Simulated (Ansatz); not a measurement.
Ansatz (a quantum-chemistry and plane-wave program) input (RPA@PBE/cc-pVTZ):

Ansatz 0.2 input:
```yaml
crystal:
  periodic: [false, false, false]
  atoms:
    - {symbol: C, position_ang: [-1.57134258, -0.10320247, 0.09732003]}
    - {symbol: C, position_ang: [-0.29556389, -0.64765176, -0.47487173]}
    - {symbol: C, position_ang: [0.93663436, -0.10155905, -0.18602622]}
    - {symbol: O, position_ang: [1.23429987, 0.88461565, 0.55435240]}
    - {symbol: H, position_ang: [-2.12889433, -0.82710984, 0.71594699]}
    - {symbol: H, position_ang: [-1.32489634, 0.74824106, 0.73774572]}
    - {symbol: H, position_ang: [-2.28544814, 0.25575555, -0.66347399]}
    - {symbol: H, position_ang: [-0.33558096, -1.50429711, -1.14280908]}
    - {symbol: H, position_ang: [1.78205344, -0.63503520, -0.70076135]}
basis:
  gaussian:
    orbitals: cc-pVTZ
hamiltonian:
  xc: pbe
total_charge: -1
magnetization: {spin_polarized: false}
correlation: {method: rpa, electrons: outside_noble_gas}
```

End of the output:

```
integrals: 0.28 GiB planned
1088 factors; integrals over basis functions are off by at most 1.3e-3 eV
mean field: 1.00 GiB planned
mean field evaluation 1: about -5228.9667 eV, gradient 4.9e1 eV
mean field evaluation 2: about -5228.9577 eV, gradient 4.9e1 eV
mean field evaluation 4: about -5234.0167 eV, gradient 1.8e1 eV
mean field evaluation 8: about -5234.8058 eV, gradient 1.3e-1 eV
mean field evaluation 16: about -5234.8056 eV, gradient 3.4e-5 eV
mean field -5234.80558853 eV, -192.3755570999 hartree, gradient 4.9e-6 eV, S^2 0.000000; 1 other end points of the search recorded, 0 dependent functions left out
4 core orbitals not correlated
reference -5207.12367165 eV, -191.3582654181 hartree; 12, 12 occupied and 174, 174 virtual orbitals, 1088 factors
Total energy: -5240.18065833 eV, -192.5730872718 hartree
```

It need not be the lowest isomer of its formula. Whether it binds its extra electron was not tested at this geometry.
